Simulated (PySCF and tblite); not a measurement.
C5H7NO2, numbered as in [N:1]#[C:2][CH:3]1[CH2:4][O:5][CH2:6][O:7][CH2:8]1.

The ensemble was built from 60 distance-geometry starts (ETKDG and KDG, MMFF94s, GFN2-xTB) and rests on GFN2-xTB geometries. Weights use PBE0-D3(BJ)/pcSseg-1 energies plus GFN2-xTB zero-point and thermal terms (modes under about 100 cm⁻¹ blended into free rotors). Symmetry numbers and mirror images are counted. Conformers within 2.5 kcal/mol (GFN2-xTB free energy) were kept, 4 at most. GIAO shieldings: PBE0/pcSseg-1. Shifts are against TMS (¹H), TMS (¹³C), NH3 (¹⁵N) at the same level; of two unlike H on one atom, a is the less shielded. Codes: tblite and PySCF.

Question: Predict the averaged NMR shifts at 298.15 K.

Answer: ¹H: 5.20 (H6a, 1H), 4.83 (H6b, 1H), 4.39 (H4a/H8a, 2H), 3.77 (H4b/H8b, 2H), 2.70 (H3, 1H) ppm. ¹³C: 121.7 (C2), 97.3 (C6), 71.9 (C4/C8), 26.8 (C3) ppm. ¹⁵N: 305.3 (N1) ppm.

Question: How do the conformers differ?

Answer: The 6-ring runs over atoms 3–4–5–6–7–8.
| conformer | shape | weight % |
| --- | --- | --- |
| 1 | 6-ring chair (all substituents equatorial) | 87.1 |
| 2 | 6-ring chair (C2 axial) | 12.9 |

| signal | 1 | 2 | average |
| --- | --- | --- | --- |
| H3 | 2.82 | 1.94 | 2.70 |
| H4a/H8a | 4.48 | 3.81 | 4.39 |
| H4b/H8b | 3.67 | 4.46 | 3.77 |
| H6a | 5.26 | 4.77 | 5.20 |
| H6b | 4.75 | 5.39 | 4.83 |
| C2 | 121.2 | 124.8 | 121.7 |
| C3 | 26.5 | 28.2 | 26.8 |
| C4/C8 | 72.0 | 71.3 | 71.9 |
| C6 | 97.3 | 97.3 | 97.3 |
| N1 | 305.9 | 301.2 | 305.3 |

Question: Which signal moves most, for its nucleus, between 250 and 350 K through the change of populations alone?

Answer: H3: 2.73 ppm at 250 K, 2.70 ppm at 298.15 K, 2.67 ppm at 350 K.

Unscaled ¹⁵N shifts at such levels can be off by tens of ppm; differences between conformers or isomers are more reliable. Shifts are unscaled: against experiment ¹³C can be off by 15 ppm or more and ¹H by 0.8 ppm.


¹⁵N shifts are against a computed isolated NH3 molecule, about 20 ppm from the liquid.

Conformer gaps in pcSseg-1 on xTB geometries can be 2 kcal/mol off for S=O, P=O and other polar bonds.